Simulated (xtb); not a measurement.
Zn(H)(GeH3) (GeH4Zn), SMILES [GeH3][ZnH]. All values are semi-empirical tight-binding results from xtb (GFN2-xTB unless named), good for trends rather than for accurate numbers. Geometry: GFN2-xTB.

For metal compounds this method's bond lengths and energies can be far off.

```json
{
 "point_group_as_xtb_finds_it": "C3v",
 "orbital_gap": "5.97 eV",
 "zero_point_energy": "16.5 kcal/mol",
 "G − E(el) at 298.15 K (modified RRHO)": "-0.9 kcal/mol"
}
```
